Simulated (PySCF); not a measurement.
C2H6Se. Atoms are numbered in the order given.

```xyz
9

C      1.4637     0.0000     0.8255
Se     0.0000     0.0000    -0.4777
C     -1.4637     0.0000     0.8255
H      1.4253     0.9075     1.4588
H      2.4092     0.0000     0.2506
H      1.4253    -0.9075     1.4588
H     -1.4253     0.9075     1.4588
H     -2.4092     0.0000     0.2506
H     -1.4253    -0.9075     1.4588
```

The structure is a stationary point at PBE-D3(BJ)/def2-SVP.

Calculation: KT2/pcSseg-1 run with PySCF.

GIAO shieldings, no solvent; atoms alike by connectivity are averaged. δ = σ(ref) − σ: ¹³C against TMS (σ = 185.1 ppm); ⁷⁷Se against Me2Se (σ = 1692.1 ppm); ¹H against TMS (σ = 31.47 ppm), references at their B3LYP-D3(BJ)/def2-TZVP geometries, non-relativistic.

| nucleus | atoms | count | δ (ppm) |
|---|---|---|---|
| ¹³C | C1, C3 | 2 | 21.3 |
| ⁷⁷Se | Se2 | 1 | 19.2 |
| ¹H | H4, H5, H6, H7, H8, H9 | 6 | 2.37 |
